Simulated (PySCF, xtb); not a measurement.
In(H)(Et)(OH) (C2H7InO), SMILES [OH][InH][CH2]C. One conformer was computed; it need not be the lowest.

Harmonic wavenumbers (cm⁻¹) from GFN2-xTB (xtb) at its own minimum, in rising order: 50, 94, 205, 213, 241, 332, 361, 394, 457, 585, 628, 910, 964, 1056, 1148, 1210, 1399, 1441, 1478, 1481, 1485, 2959, 2961, 2973, 2979, 2986, 3661.

Problem. What does B3LYP-D3(BJ)/def2-SVP in PySCF give at its own minimum? (The exact figures need the calculation; the answer reports its results.)

Solution. 53, 88, 205, 243, 315, 434, 463, 470, 582, 631, 764, 935, 960, 1036, 1186, 1242, 1398, 1438, 1472, 1478, 1786, 3012, 3044, 3081, 3086, 3104, 3827. Paired by order, the mean absolute difference is 65 cm⁻¹ and the zero-point energies are 49.5 and 51.9 kcal/mol.
